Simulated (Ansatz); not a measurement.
```xyz
11

C    -1.382   -0.632   -0.723
N    -1.212    0.747   -0.364
C    -0.142    1.138    0.175
Ge    1.470    0.078    0.646
H    -1.571   -0.697   -1.798
H    -2.272   -1.021   -0.222
H    -0.527   -1.279   -0.475
H    -0.088    2.204    0.419
H     2.102   -0.575   -0.594
H     1.146   -1.022    1.671
H     2.477    1.059    1.265
```

Total charge 0; spin multiplicity 1.

(1) List the r2SCAN/def2-TZVPP orbital energies in eV (Ansatz). (An estimate is asked.)

Results:

(1) The calculation gave: Occupied: -10834.15, -1349.27, -1199.32, -1199.32, -1199.31, -385.60, -274.19, -273.77, -167.44, -117.13, -117.13, -117.12, -30.44, -30.43, -30.42, -30.36, -30.36, -24.32, -18.68, -15.43, -13.65, -12.00, -11.26, -10.80, -9.16, -8.94, -8.64, -7.72, -5.83. Lowest empty: -1.67, 0.56, 0.75, 1.02, 1.82, 2.34, 2.78, 3.05.
